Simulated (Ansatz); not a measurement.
Calculated with Ansatz (gas phase, PBE0-D4/def2-TZVP geometries, no zero-point term in ΔE). CCSD(T)/CBS is the MP2 limit (def2-TZVPP, def2-QZVPP) plus CCSD(T) − MP2 in def2-TZVPP, frozen cores. DFT in def2-TZVPP. B3LYP here is the variant with VWN-RPA as its local correlation; programs differ in this. HSE06 is defined as in plane-wave codes. Each species was taken in one conformer, which may not be the lowest.

`CC[Si](F)(F)Cl` → `FC[SiH](F)CCl`  (isomerisation)

```json
{"level": "LDA (SPW92)", "ΔE (kJ/mol)": "387.8", "difference from CCSD(T)/CBS": "-16.7"}
{"level": "PBE-D4", "ΔE (kJ/mol)": "379.7", "difference from CCSD(T)/CBS": "-24.8"}
{"level": "revPBE-D4", "ΔE (kJ/mol)": "378.7", "difference from CCSD(T)/CBS": "-25.8"}
{"level": "B97M-V", "ΔE (kJ/mol)": "410.6", "difference from CCSD(T)/CBS": "6.1"}
{"level": "PBE0-D4", "ΔE (kJ/mol)": "392.8", "difference from CCSD(T)/CBS": "-11.7"}
{"level": "B3LYP-D4", "ΔE (kJ/mol)": "390.5", "difference from CCSD(T)/CBS": "-14.0"}
{"level": "HSE06-D4", "ΔE (kJ/mol)": "392.4", "difference from CCSD(T)/CBS": "-12.1"}
{"level": "CAM-B3LYP-D4", "ΔE (kJ/mol)": "395.8", "difference from CCSD(T)/CBS": "-8.7"}
{"level": "ωB97X-V", "ΔE (kJ/mol)": "391.1", "difference from CCSD(T)/CBS": "-13.4"}
{"level": "ωB97M-V", "ΔE (kJ/mol)": "397.5", "difference from CCSD(T)/CBS": "-7.0"}
{"level": "B2PLYP", "ΔE (kJ/mol)": "399.6", "difference from CCSD(T)/CBS": "-4.9"}
{"level": "PBE-QIDH", "ΔE (kJ/mol)": "408.3", "difference from CCSD(T)/CBS": "3.8"}
{"level": "PBE", "ΔE (kJ/mol)": "378.7", "difference from CCSD(T)/CBS": "-25.8"}
{"level": "revPBE", "ΔE (kJ/mol)": "374.9", "difference from CCSD(T)/CBS": "-29.6"}
{"level": "BLYP", "ΔE (kJ/mol)": "376.6", "difference from CCSD(T)/CBS": "-27.9"}
{"level": "r2SCAN", "ΔE (kJ/mol)": "402.9", "difference from CCSD(T)/CBS": "-1.6"}
{"level": "PBE0", "ΔE (kJ/mol)": "392.0", "difference from CCSD(T)/CBS": "-12.5"}
{"level": "B3LYP", "ΔE (kJ/mol)": "388.8", "difference from CCSD(T)/CBS": "-15.7"}
{"level": "r2SCANh", "ΔE (kJ/mol)": "405.6", "difference from CCSD(T)/CBS": "1.1"}
{"level": "r2SCAN0", "ΔE (kJ/mol)": "409.3", "difference from CCSD(T)/CBS": "4.8"}
{"level": "HSE06", "ΔE (kJ/mol)": "391.7", "difference from CCSD(T)/CBS": "-12.8"}
{"level": "BHLYP", "ΔE (kJ/mol)": "402.5", "difference from CCSD(T)/CBS": "-2.0"}
{"level": "CAM-B3LYP", "ΔE (kJ/mol)": "395.0", "difference from CCSD(T)/CBS": "-9.5"}
{"level": "LC-ωPBE", "ΔE (kJ/mol)": "397.0", "difference from CCSD(T)/CBS": "-7.5"}
{"level": "RPA@PBE/def2-TZVPP", "ΔE (kJ/mol)": "383.0", "difference from CCSD(T)/CBS": "-21.5"}
{"level": "HF/def2-SVP", "ΔE (kJ/mol)": "388.9", "difference from CCSD(T)/CBS": "-15.6"}
{"level": "MP2/def2-SVP", "ΔE (kJ/mol)": "404.9", "difference from CCSD(T)/CBS": "0.4"}
{"level": "CCSD/def2-SVP", "ΔE (kJ/mol)": "389.4", "difference from CCSD(T)/CBS": "-15.1"}
{"level": "CCSD(T)/def2-SVP", "ΔE (kJ/mol)": "387.4", "difference from CCSD(T)/CBS": "-17.1"}
{"level": "HF/def2-TZVPP", "ΔE (kJ/mol)": "406.9", "difference from CCSD(T)/CBS": "2.4"}
{"level": "MP2/def2-TZVPP", "ΔE (kJ/mol)": "416.6", "difference from CCSD(T)/CBS": "12.1"}
{"level": "SCS-MP2/def2-TZVPP", "ΔE (kJ/mol)": "406.1", "difference from CCSD(T)/CBS": "1.6"}
{"level": "CCSD/def2-TZVPP", "ΔE (kJ/mol)": "403.7", "difference from CCSD(T)/CBS": "-0.8"}
{"level": "CCSD(T)/def2-TZVPP", "ΔE (kJ/mol)": "401.5", "difference from CCSD(T)/CBS": "-3.0"}
{"level": "HF/def2-QZVPP", "ΔE (kJ/mol)": "409.1", "difference from CCSD(T)/CBS": "4.6"}
{"level": "MP2/def2-QZVPP", "ΔE (kJ/mol)": "419.1", "difference from CCSD(T)/CBS": "14.6"}
{"level": "SCS-MP2/def2-QZVPP", "ΔE (kJ/mol)": "409.1", "difference from CCSD(T)/CBS": "4.6"}
{"level": "HF/CBS(def2)", "ΔE (kJ/mol)": "409.4", "difference from CCSD(T)/CBS": "4.9"}
{"level": "MP2/CBS(def2)", "ΔE (kJ/mol)": "419.7", "difference from CCSD(T)/CBS": "15.2"}
{"level": "CCSD/CBS(def2)", "ΔE (kJ/mol)": "406.7", "difference from CCSD(T)/CBS": "2.2"}
{"level": "CCSD(T)/CBS", "ΔE (kJ/mol)": "404.5", "difference from CCSD(T)/CBS": "0"}
```

Largest T1 diagnostic among the species: 0.011.

Leaving LDA and LC-ωPBE aside and taking each functional with its dispersion term where it has one, the values spread over 31.9 kJ/mol, from revPBE-D4 to B97M-V. LDA lies +9.1 kJ/mol from PBE without D4. From r2SCAN to r2SCAN0 (25 % exact exchange), in def2-TZVPP and without D4, ΔE moves by +6.4 kJ/mol. At CCSD(T), def2-SVP lies −17.1 kJ/mol from the extrapolated value and def2-TZVPP −3.0 kJ/mol.
